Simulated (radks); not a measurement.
Problem. These are the eigenvalues of the occupied orbitals of an atom or ion with whole-number occupations (eV). All-electron calculation, Dirac Kohn-Sham, relativistic LDA (MacDonald-Vosko exchange, VWN5 correlation), spin-unpolarised, spherical densities, finite nucleus; Fermi nuclear charge, rms radius of each element as measured or else 0.836 A^(1/3) + 0.57 fm. Program: a radial shooting solver on a logarithmic mesh with Libxc functionals.

orbital  eigenvalue
1s1/2     -34139.55
2s1/2     -5318.868
2p1/2     -5004.101
2p3/2     -4682.656
3s1/2     -1088.085
3p1/2     -956.0113
3p3/2     -894.9337
3d3/2     -660.4570
3d5/2     -647.4814
4s1/2     -196.1647
4p1/2     -149.2315
4p3/2     -136.9298
4d3/2      -60.6368
4d5/2      -58.6456
5s1/2      -19.8987
5p1/2       -9.2576
5p3/2       -7.9962

Which element is it, and in what charge state? The configuration may be excited. Open shells, if any, fill j = l - 1/2 first.

Solution. Z = 54, xenon, charge 0: Xe in [Xe]. The list shows which subshells hold electrons but not how many an open one holds; the 1s level, -1254.6 hartree, gives Z - s = 50.1 by -(Z - s)^2/2, which with screening and relativity narrows Z to a few neighbours, and the depths of the outer levels then fix element, charge and occupations together.
